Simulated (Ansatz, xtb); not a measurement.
# A geometry optimisation of FHNSi2+ with r2SCAN-D4/def2-SVP

The starting geometry of this gas-phase singlet has its atoms placed at random.

```yaml
atoms:
  - { symbol: F, position_ang: [-0.0665, -1.8414, -0.2239] }
  - { symbol: N, position_ang: [1.5003, -0.1297, 1.2237] }
  - { symbol: Si, position_ang: [1.5176, -0.8257, -1.0010] }
  - { symbol: Si, position_ang: [0.5816, 1.3261, 0.7880] }
  - { symbol: H, position_ang: [0.0289, 1.5272, -0.8627] }
```

Question: One run relaxed it with r2SCAN-D4/def2-SVP. What is a likely outcome?

Answer: It ends as a structure given below by its coordinates. Distances that change by over a tenth: N2–Si4 (1.78 → 1.59 Å), Si4–H5 (1.75 → 1.50 Å). Contacts that close: F1–Si3 (2.04 → 1.60 Å), N2–Si3 (2.33 → 1.72 Å).

The energy falls by 5.20 eV over 17 steps:

```
step  E − E(last) (eV)
   1             5.197
   3             1.688
   5             0.612
   6             0.468
   8             0.280
  10             0.165
  12             0.029
  13             0.013
  15             0.000
  17             0.000
```

Final geometry (Å):

```xyz
5

F     0.7115   -2.7200   -0.0503
N     0.6964   -0.0174   -0.0109
Si    1.6045   -1.4300   -0.3776
Si    0.0373    1.4044    0.2625
H     0.5123    2.8194    0.1005
```

From the same start GFN2-xTB reaches the same bonding as this run.

From so rough a start the end depends on the optimiser's path, so another program may land elsewhere. The end wasn't checked by frequencies. Run with Ansatz 0.2.0, 65 s on 1 thread of AMD EPYC 7R43 64-Core Processor (Zen 3), with other jobs on the host.
